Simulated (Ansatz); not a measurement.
Cost and result for the atomization energy of H$_{4}$SeSi$_{2}$ (`[SiH2]1[SiH2][Se]1`) (7 atoms, 7 bonds).

```xyz
7

Si    0.8902    0.6453    0.2793
Si   -0.9089   -0.6778   -0.0391
Se    0.1449    0.2487   -1.8528
H     0.7541    2.0448    0.7465
H     2.2237    0.0835    0.5977
H    -0.8177   -2.1534    0.0597
H    -2.2863   -0.1912    0.2086
```

Total charge 0; spin multiplicity 1. Correlated methods include outer-core shells of Se, which these sets cover unevenly. Scalar relativity is left out up to krypton. The geometry is a stationary point of PBE0-D4/def2-TZVP. Program: Ansatz. All runs use 2 threads of an Arm Neoverse V2 on a shared host. Times are those of one run each, without the atoms' runs, and a repeat can differ threefold. Electronic energies, without spin–orbit coupling; frozen cores. CCSD(T)/CBS adds CCSD(T) − MP2 in def2-TZVPP to the MP2 limit, and its time is that of the two runs behind it. T1 = 0.012. With those shells the extrapolation isn't a true limit.

CCSD(T)/CBS is a level of theory with its own doubt, some kJ/mol a heavy atom from the limit and from the frozen cores, so smaller differences don't rank the functionals.

```
                             level  functions  wall time
            LDA (SPW92)/def2-TZVPP        188      1.3 s
                BLYP-D4/def2-TZVPP        188      2.1 s
                  CCSD(T)/def2-SVP         88      2.6 s
               BHLYP-D4/def2-TZVPP        188      3.3 s
           CAM-B3LYP-D4/def2-TZVPP        188      3.8 s
r2SCAN-D4/def2-TZVPP (with forces)        188      5.5 s
                 B2PLYP/def2-TZVPP        188      5.5 s
               PBE-QIDH/def2-TZVPP        188      5.5 s
             r2SCANh-D4/def2-TZVPP        188        6 s
  ωB97M-V/def2-TZVPP (with forces)        188       12 s
                    MP2/def2-QZVPP        349       17 s
                CCSD(T)/def2-TZVPP        188       52 s
                 CCSD(T)/CBS(def2)          –       69 s
```

(1) What atomization energy does each give, and how far from CCSD(T)/CBS? (An estimate is asked.)

Answers

(1) Ansatz gave: 
| level | atomization (kJ/mol) | difference from CCSD(T)/CBS | per bond |
| --- | --- | --- | --- |
| LDA (SPW92)/def2-TZVPP | 2243.9 | 231.8 | 33.1 |
| BLYP-D4/def2-TZVPP | 1962.3 | -49.8 | -7.1 |
| CCSD(T)/def2-SVP | 1825.8 | -186.3 | -26.6 |
| BHLYP-D4/def2-TZVPP | 1959.8 | -52.3 | -7.5 |
| CAM-B3LYP-D4/def2-TZVPP | 1980.4 | -31.7 | -4.5 |
| r2SCAN-D4/def2-TZVPP (with forces) | 2014.9 | 2.8 | 0.4 |
| B2PLYP/def2-TZVPP | 1958.0 | -54.1 | -7.7 |
| PBE-QIDH/def2-TZVPP | 1982.6 | -29.5 | -4.2 |
| r2SCANh-D4/def2-TZVPP | 2006.4 | -5.7 | -0.8 |
| ωB97M-V/def2-TZVPP (with forces) | 1992.2 | -19.9 | -2.8 |
| MP2/def2-QZVPP | 1983.1 | -29.0 | -4.1 |
| CCSD(T)/def2-TZVPP | 1941.7 | -70.4 | -10.0 |
| CCSD(T)/CBS(def2) | 2012.1 | 0.0 | 0.0 |

The D4 term adds +30.2 kJ/mol with B3LYP and +15.5 kJ/mol with PBE0; it sums over pairs of atoms, weighted by their polarisabilities, and B3LYP, whose exchange is more repulsive, gets the larger term. From BLYP to BHLYP (50 % exact exchange), in def2-TZVPP and without D4, the atomization energy moves by +8.9 kJ/mol. In def2-TZVPP, CCSD(T) changes the Hartree–Fock value by +489.2 kJ/mol (the triples alone add +31.5 kJ/mol) and MP2 by +489.5 kJ/mol; breaking electron pairs costs correlation energy, which Hartree–Fock lacks.

B3LYP here is the variant with VWN-RPA as its local correlation; programs differ in this.
